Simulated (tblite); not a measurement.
Species: C7H17NSi.
Cartesian coordinates in Å at the GFN2-xTB level; atoms count from 1:
```
atom  x, y, z in Å
C1     1.6910    1.3164   -1.0536
C2     1.7602    0.2890   -0.2167
C3     2.4742    0.4005    1.0962
C4     1.0802   -1.0101   -0.5147
C5     1.9427   -2.2280   -0.2036
Si6   -0.5863   -1.1163    0.4159
N7    -1.3962    0.3395    0.0427
C8    -2.7337    0.6673    0.4671
C9    -3.4435    1.5264   -0.5731
H10    2.1419    2.2696   -0.8300
H11    1.1864    1.2417   -2.0029
H12    3.3716   -0.2173    1.0958
H13    1.8327    0.0597    1.9074
H14    2.7705    1.4292    1.2881
H15    0.8530   -1.0286   -1.5844
H16    1.4313   -3.1345   -0.5203
H17    2.8963   -2.1750   -0.7293
H18    2.1407   -2.3134    0.8614
H19   -0.3473   -1.3607    1.8531
H20   -1.3935   -2.2288   -0.0976
H21   -0.8491    1.1601   -0.1750
H22   -2.7258    1.1929    1.4331
H23   -3.2709   -0.2722    0.6072
H24   -4.4686    1.7221   -0.2697
H25   -3.4504    1.0158   -1.5326
H26   -2.9284    2.4773   -0.6916
```

Computed with GFN2-xTB (tblite): harmonic, unscaled wavenumbers at the GFN2-xTB geometry, gas phase. Errors from tens to a few hundred cm⁻¹ against measured bands are possible. Modes of hydrogen on silicon can be 10 to 20 % off. One conformer, not necessarily the lowest.

Harmonic wavenumbers (cm⁻¹): 31.0, 47.0, 58.8, 77.3, 103.5, 161.5, 172.6, 224.9, 233.8, 247.8, 273.2, 286.6, 370.0, 419.2, 444.8, 456.5, 515.7, 538.1, 584.9, 667.5, 725.3, 752.7, 815.1, 830.8, 852.5, 856.6, 875.4, 964.0, 997.8, 1004.2, 1016.4, 1040.4, 1075.2, 1079.1, 1098.9, 1117.7, 1181.5, 1213.8, 1247.3, 1291.9, 1308.2, 1323.0, 1378.5, 1398.0, 1403.5, 1417.2, 1431.4, 1482.1, 1488.4, 1490.1, 1494.1, 1499.9, 1517.1, 1521.1, 1708.0, 2129.4, 2227.3, 2858.4, 2942.4, 2983.2, 2997.3, 3004.1, 3016.6, 3027.1, 3030.8, 3036.8, 3041.3, 3042.0, 3045.6, 3090.7, 3112.3, 3423.8.

A = 2057, B = 745.4, C = 633.6 MHz; mass 143.113 u (most abundant isotopes); point group C1, symmetry number 1.

**Question.** What is the zero-point energy?

**Answer.** ½Σν̃ = 48910 cm⁻¹ = 139.84 kcal/mol.

**Question.** Entropy at 298.15 K, 1 bar (ideal gas, RRHO, classical rotation)?

**Answer.** Translation 40.81, rotation 30.18, vibration 44.13: S = 115.1 cal/(mol K).

**Question.** And Cp and H(298.15 K) − H(0)?

**Answer.** Cp = 49.90 cal/(mol K), of which vibrations give 41.95 (their classical limit is 72 R = 143.1); H(298.15 K) − H(0) = 8.97 kcal/mol without the zero-point energy, 6.60 from vibrations.

**Question.** Which modes carry the vibrational entropy at 298.15 K?

**Answer.** 31.0 cm⁻¹: 5.76; 47.0 cm⁻¹: 4.94; 58.8 cm⁻¹: 4.50; 77.3 cm⁻¹: 3.96; 103.5 cm⁻¹: 3.39; 161.5 cm⁻¹: 2.53 cal/(mol K); the other 66 give 19.05 together.

**Question.** How do the functions run with temperature in this model?

**Answer.** 
```csv
T (K),S (cal/(mol K)),Cp (cal/(mol K)),H − H(0) (kcal/mol),G − H(0) (kcal/mol),ln q(vib)
150,88.2,30.8,3.00,-10.23,5.34
250,106.9,43.6,6.72,-20.01,9.26
400,131.6,63.0,14.72,-37.94,14.82
600,161.4,84.1,29.55,-67.30,21.92
900,199.8,105.3,58.20,-121.66,31.88
```

q(vib) and H(0) count from the zero-point level.

Hindered rotation and anharmonicity are outside this model. Other conformers, if any are populated, would add a mixing term that is left out. The structure is chiral; the term R ln 2 for an equal mix with its mirror image is left out.
